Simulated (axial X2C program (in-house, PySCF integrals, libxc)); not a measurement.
# Potential curves of HBr, 2c

All values were computed with an axial X2C code built on PySCF integrals. Two-component (2c) means X2C with spin–orbit coupling and atomic mean-field two-electron Coulomb and Gaunt terms. Basis: Br dyall-cv3z [8s9p6d4f1g], H dyall-v3z [6s2p1d] (cores contracted in-house); Gaussian nuclei, density fitting, unrestricted open shells. Masses: Br 78.918 u, H 1.008 u.

State: Ω = 0 (closed shell). Energies in cm⁻¹ from the fragments at the same level (Br + H). Fits are polynomials in 1 − R0/R over 0.85 to 1.23 times the lowest point R0.

| R (Å) | CCSD(T) | CCSD | HF |
| --- | --- | --- | --- |
| 1.2354 |  |  | -16815 |
| 1.2922 | -28725 | -28307 | -19462 |
| 1.3348 | -29937 | -29505 | -20590 |
| 1.3774 | -30577 | -30129 | -21132 |
| 1.4200 | -30755 | -30289 | -21197 |
| 1.4697 | -30497 | -30010 | -20790 |
| 1.5194 | -29850 | -29340 | -19972 |
| 1.5833 | -28595 | -28052 | -18467 |
| 1.6614 |  |  | -16137 |
| 1.7750 |  |  | -12171 |
| 1.9312 |  |  | -6261 |
| 2.1300 |  |  | 1193 |

Correlated methods: 8 electrons correlated (number of frozen shells: Br 3 s, 2 p, 1 d; H none), 144 virtual spin orbitals or spinors in MP2, 74 natural virtuals in coupled cluster.

One determinant describes the state; a PBE0 search over occupations chose it and may have missed a lower one. The closed shell is kept restricted, so the energy runs too high when the bond is stretched far. De is counted from the lowest determinant-based energies of the atoms at the same level, without counterpoise correction. Coupled cluster ran in a truncated set of natural virtual spinors; the MP2 energy of the rest was added. (T) has no such correction and the atoms are truncated less, which lowers De at CCSD(T) by a hundredth of an eV or more. Coupled cluster ran on the points near the minimum only. MP2 and coupled cluster on one determinant become unreliable at the stretched end.

(1) What are Re, ωe and De at the CCSD(T) level?

(2) Fit the CCSD curve near its minimum: give the equilibrium distance, the harmonic wavenumber and the well depth.

(3) What are Re, ωe and De at the HF level?

## Answers

(1) At CCSD(T), 2c: Re = 1.417 Å, ωe ≈ 2650 cm⁻¹, De = 3.81 eV to Br + H; Be follows as 8.43 cm⁻¹.

(2) At CCSD, 2c: Re = 1.415 Å, ωe ≈ 2670 cm⁻¹, De = 3.76 eV to Br + H; Be follows as 8.45 cm⁻¹.

(3) At HF, 2c: Re = 1.405 Å, ωe ≈ 2780 cm⁻¹, De = 2.63 eV to Br + H; Be follows as 8.58 cm⁻¹.
